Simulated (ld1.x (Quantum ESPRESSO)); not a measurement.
## u(r) = r·R(r): atom against pseudo-atom (mercury)

Columns: radius, all-electron u(r) and pseudo u(r) of the 6s shell (level -7.72 eV) of mercury in the configuration [Xe] 4f14 5d10 6s1.5 6p0.5; PBEsol, scalar-relativistic, TM scheme, ld1.x (Quantum ESPRESSO) 7.5.

```json
{"r (bohr)": "0.155", "all-electron": "0.1288", "pseudo": "-0.0179"}
{"r (bohr)": "0.310", "all-electron": "-0.2134", "pseudo": "-0.0379"}
{"r (bohr)": "0.465", "all-electron": "0.0211", "pseudo": "-0.0624"}
{"r (bohr)": "0.620", "all-electron": "0.2842", "pseudo": "-0.0939"}
{"r (bohr)": "0.775", "all-electron": "0.3192", "pseudo": "-0.1356"}
{"r (bohr)": "0.930", "all-electron": "0.1874", "pseudo": "-0.1902"}
{"r (bohr)": "1.085", "all-electron": "-0.0106", "pseudo": "-0.2593"}
{"r (bohr)": "1.240", "all-electron": "-0.2092", "pseudo": "-0.3420"}
{"r (bohr)": "1.395", "all-electron": "-0.3779", "pseudo": "-0.4328"}
{"r (bohr)": "1.550", "all-electron": "-0.5073", "pseudo": "-0.5223"}
{"r (bohr)": "1.705", "all-electron": "-0.5984", "pseudo": "-0.5994"}
{"r (bohr)": "1.860", "all-electron": "-0.6564", "pseudo": "-0.6553"}
{"r (bohr)": "2.015", "all-electron": "-0.6875", "pseudo": "-0.6871"}
{"r (bohr)": "2.170", "all-electron": "-0.6976", "pseudo": "-0.6976"}
{"r (bohr)": "2.325", "all-electron": "-0.6919", "pseudo": "-0.6919"}
{"r (bohr)": "2.480", "all-electron": "-0.6745", "pseudo": "-0.6745"}
{"r (bohr)": "2.635", "all-electron": "-0.6489", "pseudo": "-0.6489"}
{"r (bohr)": "2.790", "all-electron": "-0.6177", "pseudo": "-0.6177"}
{"r (bohr)": "2.945", "all-electron": "-0.5830", "pseudo": "-0.5830"}
{"r (bohr)": "3.100", "all-electron": "-0.5465", "pseudo": "-0.5465"}
{"r (bohr)": "3.255", "all-electron": "-0.5093", "pseudo": "-0.5093"}
{"r (bohr)": "3.410", "all-electron": "-0.4724", "pseudo": "-0.4724"}
{"r (bohr)": "3.565", "all-electron": "-0.4363", "pseudo": "-0.4363"}
{"r (bohr)": "3.720", "all-electron": "-0.4016", "pseudo": "-0.4016"}
{"r (bohr)": "3.875", "all-electron": "-0.3685", "pseudo": "-0.3685"}
{"r (bohr)": "4.030", "all-electron": "-0.3372", "pseudo": "-0.3372"}
```

Q: How many radial nodes do the two functions have?

A: The all-electron 6s function has n − l − 1 = 5 (the table is too coarse to show those close to the nucleus); the pseudo-wave has 0, since the states of the same l below it are removed with the core.

Q: At about which radius was the pseudo-wave matched?

A: 2.30 bohr. The columns agree to 0.0005 from 2.02 bohr on; several derivatives are matched, so the curves merge somewhat inside the radius.

Q: Is the pseudo-wave norm-conserving?

A: Yes: the TM scheme keeps the norm inside the radius equal to the all-electron one, which fixes the energy derivative of the logarithmic derivative at the level.
